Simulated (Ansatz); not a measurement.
`[SiH3][CH](Cl)[AlH][SH]` and `[SiH3]C(Cl)Br` differ in one atom or group.

Ansatz, PBE0-D4/def2-TZVP geometries, multiplicity 1. Each molecule was computed in one conformer, which needn't be the lowest.

Scalar relativity is left out up to krypton.

```csv
property,`[SiH3][CH](Cl)[AlH][SH]`
HOMO–LUMO gap (PBE/def2-TZVPP) / eV,4.43
HOMO energy (ωB97M-V/def2-TZVPP) / eV,-9.71
LUMO energy (PBE0/def2-TZVPP) / eV,-0.95
HOMO energy (PBE0/def2-TZVPP) / eV,-7.54
size of the dipole moment (ωB97M-V/def2-TZVPP) / D,2.12
size of the dipole moment (B3LYP/def2-TZVPP) / D,2.11
```

(1) What does the change do to each property? (An estimate is asked.)

## Answers

(1) Ansatz gave: 
```json
{"property": "HOMO–LUMO gap (PBE/def2-TZVPP) / eV", "`[SiH3]C(Cl)Br`": "4.80", "shift": "0.37"}
{"property": "HOMO energy (ωB97M-V/def2-TZVPP) / eV", "`[SiH3]C(Cl)Br`": "-10.25", "shift": "-0.54"}
{"property": "LUMO energy (PBE0/def2-TZVPP) / eV", "`[SiH3]C(Cl)Br`": "-0.97", "shift": "-0.02"}
{"property": "HOMO energy (PBE0/def2-TZVPP) / eV", "`[SiH3]C(Cl)Br`": "-8.03", "shift": "-0.49"}
{"property": "size of the dipole moment (ωB97M-V/def2-TZVPP) / D", "`[SiH3]C(Cl)Br`": "1.49", "shift": "-0.63"}
{"property": "size of the dipole moment (B3LYP/def2-TZVPP) / D", "`[SiH3]C(Cl)Br`": "1.48", "shift": "-0.63"}
```

Dipoles are sizes alone; their direction can turn.

B3LYP here is the variant with VWN-RPA as its local correlation; programs differ in this.

Spin–orbit coupling is left out; it splits and shifts lone-pair levels of the heavy atoms by tenths of an eV.
